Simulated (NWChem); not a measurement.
Species: BaF cation; SMILES [F][Ba+]

Computed with NWChem. All runs use the structure optimised with PBE0/def2-SVP. def2 effective core potentials on Ba; no spin-orbit coupling.

Q: Estimate the computed values for BP86/def2-TZVP. Quantities: highest occupied level (eV); orbital gap (eV).

A: 
| Quantity | Result |
|---|---|
| highest occupied level (eV) | -12.40 |
| orbital gap (eV) | 5.84 |
